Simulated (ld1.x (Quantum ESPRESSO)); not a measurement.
Pseudopotential generation for lutetium (Lu): PAW, PBE, scalar-relativistic.

Lu (Z = 71), PAW, made with ld1.x (Quantum ESPRESSO) 7.5 (PBE, scalar-relativistic). Core [Kr] 4d10 5s2, reference 4f14 5p6 5d1 6s2 6p0. Waves: 6s (bound): rcut 2.55, rcutus 3.40 bohr; 6s channel at 0.3 Ry: rcut 2.55, rcutus 3.40 bohr; 5p (bound): rcut 2.30, rcutus 2.50 bohr; 6p (bound, empty): rcut 2.30, rcutus 2.50 bohr; 5d (bound): rcut 2.10, rcutus 2.85 bohr; 5d channel at 0.75 Ry: rcut 2.10, rcutus 2.85 bohr; 4f (bound): rcut 1.00, rcutus 1.30 bohr; 4f channel at 2.8 Ry: rcut 1.00, rcutus 1.30 bohr. Local part: all-electron potential smoothed inside 2.00 bohr (lloc = -1). Core correction: a·sin(br)/r model core inside 0.94 bohr. Augmentation charge: PSQ, inside the norm-conserving radii.

All-electron outer shells of the reference configuration (PBE, scalar-relativistic, ld1.x):

| shell | level (eV) | outermost node (bohr) | outermost maximum (bohr) |
| --- | --- | --- | --- |
| 4d | -191.92 | 0.23 | 0.48 |
| 5s | -61.06 | 0.57 | 1.04 |
| 5p | -31.66 | 0.61 | 1.19 |
| 4f | -9.62 | – | 0.47 |
| 6s | -4.66 | 1.41 | 3.08 |
| 5d | -1.75 | 0.68 | 1.84 |
| 6p | -1.34 | 1.73 | 4.26 |

Task: Does the generator finish with these settings?

Result: Yes, a potential is produced and its reference levels are reproduced.

Task: What does a ghost test show?

Result: Ghost state, extra bound levels that the all-electron valence spectrum of the same l lacks: s at -59.8 eV (p not tested). A true bound ghost makes a file unfit for plane-wave use.

Task: Is the overlap operator S = 1 + Σ q|β⟩⟨β| positive definite (Bessel basis up to 400 Ry)?

Result: No: its lowest eigenvalue is -0.919, in the p channel, so the generalised eigenproblem breaks down once the basis is large enough.

Task: Tests: 4f14 5p6 5d1 6s1 6p0; 4f14 5p6 5d1 6s0 6p0; 4f14 5p6 5d0 6s0 6p0; 4f14 5p6 5d1 6s1.5 6p0; 4f14 5p6 5d0 6s2 6p0; 4f14 5p6 5d0 6s2 6p1; 4f14 5p5 5d1 6s2 6p0. Which has the largest error in its energy relative to the reference configuration, and how large is it?

Result: 4f14 5p5 5d1 6s2 6p0, with -251 meV (all-electron minus pseudo) on +37.04 eV.

Its overlap operator is not positive definite in a basis up to 400 Ry (lowest eigenvalue p -0.92), so the file is unfit for use: the generalised eigenproblem breaks down once the basis is large enough, and its test numbers describe a broken file.
